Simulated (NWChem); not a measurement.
System: SiHBrF$_{2}$; SMILES F[SiH](F)Br

```xyz
5

Si     0.3784     0.9165     0.0000
F     -0.3015     1.5839    -1.2916
F     -0.3015     1.5839     1.2916
Br    -0.0426    -1.2291     0.0000
H      1.8242     1.1919     0.0000
```
Atoms are numbered in this order, from 1.

Computed with NWChem. Geometry optimised at PBE0/def2-SVP; all other runs use it. This build's default masses of Se (78.918 u) and Br (79.917 u) are each other's, which moves their modes by up to 0.6 %.

```
quantity                                                      level  value
-----------------------------------------  ------------------------  -----
−ε(HOMO) (eV)                                          PBE/def2-SVP   7.78
vertical, lowest excitation, singlet (eV)  CAM-B3LYP/def2-SVPD, TDA   7.69
solvation free energy (kcal/mol) in water        PBE0/def2-SVP, SMD    ___
isotropic polarisability (bohr³), static        CAM-B3LYP/def2-SVPD    ___
dipole (D)                                            PBE0/def2-SVP   1.34
highest harmonic frequency (cm⁻¹)                     PBE0/def2-SVP    ___
```

Question: Some entries are withheld; supply them.

Answer: 
- solvation free energy (kcal/mol) in water, value: -0.1
- isotropic polarisability (bohr³), static, value: 45.0
- highest harmonic frequency (cm⁻¹), value: 2354
